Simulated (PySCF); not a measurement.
B(GeH3)(OH)2 (BGeH5O2), SMILES O[B](O)[GeH3]. The structure is a stationary point at ωB97X-D3(BJ)/def2-SVP. The structure was generated by enumeration, and PubChem lists no compound with its InChIKey, so it may never have been made. Other conformers were not sampled.

Computed equilibrium geometry at ωB97X-D3(BJ)/def2-SVP (PySCF confirms it by a frequency run) as a Z-matrix (one conformer of several):
```
B
O 1 1.3612
H 2 0.9614 1 113.60
O 1 1.3612 2 116.08 3 -179.03
H 4 0.9614 1 113.65 2 179.03
Ge 1 2.0872 2 121.92 3 1.79
H 6 1.5409 1 111.44 2 91.40
H 6 1.5415 7 106.88 1 -122.35
H 6 1.5416 7 106.95 8 -115.32
```
Charge 0, spin multiplicity 1.
